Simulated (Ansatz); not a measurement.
Basis sets compared for the cluster Be₂F₅⁻. Total charge -1; singlet. Geometry PBE-D4/def2-SVPD. Ansatz on 4 threads of Arm Neoverse V2 on a shared host; times are rough, and most runs start from earlier orbitals.

```xyz
7

Be   -0.172    0.512    1.413
Be    0.226   -0.511   -1.406
F     0.396   -0.081    2.630
F    -1.210    1.538    1.281
F     0.468    0.005    0.063
F    -0.925   -1.400   -1.589
F     1.217   -0.063   -2.392
```

B3LYP takes the VWN-RPA correlation. The structure comes from a short search, and lower isomers may exist.

```csv
level,functions,energy (Eh),HOMO (eV),LUMO (eV),wall time
HF/STO-3G,35,-519.3908,-4.57,14.99,0.15 s
HF/6-31G,63,-526.9068,-10.98,8.84,0.2 s
PBE-D4/def2-SVPD,139,-528.3368,-3.99,3.10,1.1 s
B3LYP-D4/6-31G,63,-529.1774,-4.84,5.42,0.55 s
PBE0-D4/def2-SVPD,139,-528.3383,-6.04,3.73,1.2 s
```

(1) Estimate the rows for PBE-D4/def2-TZVPD, B3LYP-D4/def2-TZVPD (with forces), PBE0-D4/def2-TZVPD.

Results:

(1) 
```csv
level,functions,energy (Eh),HOMO (eV),LUMO (eV),wall time
PBE-D4/def2-TZVPD,244,-528.9388,-3.89,2.88,1.8 s
B3LYP-D4/def2-TZVPD (with forces),244,-529.5069,-5.64,3.18,3.7 s
PBE0-D4/def2-TZVPD,244,-528.9424,-5.93,3.43,2.5 s
```
